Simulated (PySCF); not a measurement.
State search for InAs

Unrestricted PBE0; basis In def2-TZVPPD with ECP28, As def2-TZVPPD; scalar-relativistic core potentials; PySCF 2.14. Outer shells of the fragments: In 4d10 5s2 5p1; As 3d10 4s2 4p3.

Followed along the bond (rough minima from three points):

| 2Ms+1 | unpaired | ⟨S²⟩ at the start | R at minimum (Å) | Te (eV) |
| --- | --- | --- | --- | --- |
| 3 | π ↑↑ | 2.01 | 2.75 | 0.00 |
| 3 | σ ↑, π ↑ | 2.02 | 2.53 | 0.22 |
| 1 | π ↑↓ | 1.01 | 2.75 | 0.31 |
| 1 | σ ↓, π ↑ | 1.02 | 2.52 | 0.43 |
| 1 | none | 0.00 | 2.74 | 1.24 |

Solutions found at the starting distance of 2.565 Å, counted from the lowest of them; the search is not exhaustive and high or unbound solutions are not listed, so other states can lie among these:

```tsv
2Ms+1	unpaired	term	E (eV)	⟨S²⟩	⟨Lz²⟩	μ (D)
3	π ↑↑	³Σ⁻	0.00	2.01	0.00	-1.18
3	σ ↑, π ↑	³Π	0.12	2.02	1.02	-2.96
1	π ↑↓	mixed	0.30	1.01	2.02	-1.13
1	σ ↓, π ↑	mixed	0.33	1.02	1.02	-3.04
1	none	mixed	1.24	0.00	2.01	-0.90
1	none	¹Σ⁺	1.34	0.00	0.00	-4.37
```

A term symbol is given only where ⟨S²⟩ and ⟨Lz²⟩ are close to those of a pure state; real π, δ and φ orbitals otherwise mix terms. A positive dipole means In(−)As(+).

Question: Compare the gap between the two lowest followed solutions at the starting distance with the gap between their minima.

Answer: At PBE0 the second solution (triplet, unpaired electrons σ ↑, π ↑) lies +0.12 eV from the first (triplet, unpaired electrons π ↑↑) at 2.565 Å and +0.22 eV at the minima; the two curves relax by different amounts, since their minima lie near 2.53 and 2.75 Å.

Spin–orbit coupling is left out.
